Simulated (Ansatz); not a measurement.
```xyz
14

B    -1.7016   -0.9532   -0.2683
C    -0.8701    0.1996    0.3293
C    -1.3159    0.7580    1.4684
Si    0.7079    0.7964   -0.4806
C     1.9656   -0.5836   -0.5910
H    -1.3718   -1.5200   -1.2722
H    -2.7087   -1.2977    0.2851
H    -0.7992    1.5754    1.9702
H    -2.2308    0.4098    1.9459
H     1.2552    1.9374    0.3102
H     0.3959    1.2902   -1.8520
H     2.8735   -0.2455   -1.0957
H     2.2404   -0.9392    0.4047
H     1.5597   -1.4276   -1.1540
```

Total charge 0; spin multiplicity 1.

Task: List the ωB97M-V/def2-TZVPP orbital energies in eV (Ansatz 0.2.0). (An estimate is asked.)

Result: Ansatz gave: Occupied: -1806.56, -282.33, -281.02, -280.92, -187.83, -147.65, -101.77, -101.76, -101.74, -24.44, -22.28, -19.23, -17.30, -15.96, -14.84, -14.02, -13.92, -13.14, -11.83, -11.63, -11.37, -10.51, -10.45. Lowest empty: -0.17, 2.14, 2.59, 2.79, 3.09, 3.55, 3.70, 3.86.
